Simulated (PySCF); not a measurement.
**Radial density of Zn⁺ (zinc, charge +1)**

UHF, [Ar] 3d10 4p1, 2P determinant (an excited configuration). Calculation: PySCF 2.14, in x2c-QZVPPall (11s7p6d4f2g, 108 functions); scalar relativity by spin-free X2C-1e.

```tsv
r (bohr)	4πr²ρ (e/bohr)	4πr²(ρα − ρβ)
0.000963	0.3126	0.0000
0.00162	0.7868	0.0000
0.00272	1.935	0.0000
0.00458	4.573	0.0000
0.00771	10.08	0.0000
0.0130	19.70	0.0001
0.0218	31.51	0.0004
0.0367	36.63	0.0019
0.0617	30.38	0.0067
0.104	33.46	0.0132
0.175	41.43	0.0017
0.294	22.28	-0.0191
0.494	23.55	-0.0028
0.831	17.62	-0.0204
1.40	3.884	0.0990
2.35	0.6581	0.3452
3.95	0.2276	0.2220
6.65	0.01686	0.0169
11.2	0.0001048	0.0001
```

Densities and radii are taken from the X2C orbitals without a picture-change correction, which distorts them close to the nucleus.

Problem. Where is the radial spin density 4πr²(ρα − ρβ) most negative, and why is it negative at all?

Solution. Around r = 0.831 bohr, down to -0.0204 e/bohr: exchange with the open shell polarises the paired shells in an unrestricted calculation.
